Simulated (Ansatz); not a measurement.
Geometry optimisation, RKS BLYP-D4/cc-pVDZ in Ansatz 0.2.0.

Input:

```yaml
crystal:
  periodic: [false, false, false]
  atoms:
    - { symbol: Si, position_ang: [-0.7085, -0.6287, -0.4626] }
    - { symbol: Cl, position_ang: [1.6067, -1.3449, 0.1062] }
    - { symbol: H, position_ang: [-0.6534, -1.7032, -1.4685] }
    - { symbol: H, position_ang: [-1.5578, -1.1088, 0.6119] }
    - { symbol: "N", position_ang: [-0.7521, 0.7168, -1.5003] }
    - { symbol: H, position_ang: [0.5979, 0.8043, 1.6991] }
    - { symbol: F, position_ang: [-0.3203, 0.7514, 0.9358] }
    - { symbol: H, position_ang: [1.9407, -0.3179, 1.4813] }
    - { symbol: F, position_ang: [1.6314, 0.5486, 2.2495] }
    - { symbol: H, position_ang: [-0.9586, 0.6181, -2.4771] }
    - { symbol: H, position_ang: [-0.8259, 1.6644, -1.1752] }
basis:
  gaussian: { orbitals: cc-pVDZ }
hamiltonian:
  xc: blyp
  dispersion: d4
relax:
  f_tol: 0.15
  max_steps: 25
  restrain:
    - { distance: [0, 6], at: 2.98, k: 30.0 }
    - { distance: [5, 8], at: 2.18, k: 30.0 }
    - { distance: [7, 1], at: 2.63, k: 30.0 }
    - { distance: [0, 1], at: 2.13, k: 30.0 }
    - { distance: [5, 6], at: 0.88, k: 30.0 }
    - { distance: [7, 8], at: 0.88, k: 30.0 }
```

Launched with:

```bash
$ ansatz run input.yaml --threads 2 --pin off --max-ram 3072MiB --backend cpu --events-out ev --progress --plain --runs-dir out
```

Question: Where does it end, and by what steps?

Answer: The forces met the threshold. The restraints hold the end off the free minimum. After 10 steps the energy has fallen by 0.634 eV (the restraints' own energy left out); F7 moved furthest, 0.62 Å. Parted: Si1–F7. Joined: H6–F7, H8–F9.

| step | energy less start (eV) | largest force component (eV/Å) | accepted |
| --- | --- | --- | --- |
| 0 | 0.0000 | 1.314 | yes |
| 1 | -0.3517 | 1.913 | yes |
| 2 | 0.6758 | 8.764 | yes |
| 3 | -0.0191 | 3.205 | yes |
| 4 | -0.3417 | 1.393 | yes |
| 5 | -0.5125 | 1.096 | yes |
| 6 | -0.5970 | 1.207 | yes |
| 7 | -0.6174 | 1.356 | yes |
| 8 | -0.6377 | 1.133 | yes |
| 9 | -0.6382 | 1.017 | no |
| 10 | -0.6336 | 1.429 | yes |

```xyz
11
Properties=species:S:1:pos:R:3
Si -0.665 -0.960 -0.775
Cl 1.393 -1.332 -0.302
H -0.974 -2.019 -1.788
H -1.411 -1.142 0.502
N -1.010 0.576 -1.507
H 0.337 1.265 1.606
F -0.461 1.314 1.147
H 2.166 -0.276 1.972
F 2.121 0.455 2.532
H -0.686 0.724 -2.468
H -0.811 1.395 -0.920
```

Whether the end is a true minimum wasn't checked by a vibrational analysis.

The run took 18 s on 2 threads of Intel(R) Xeon(R) Platinum 8488C (Sapphire Rapids) (shared host), peak memory 0.18 GiB.
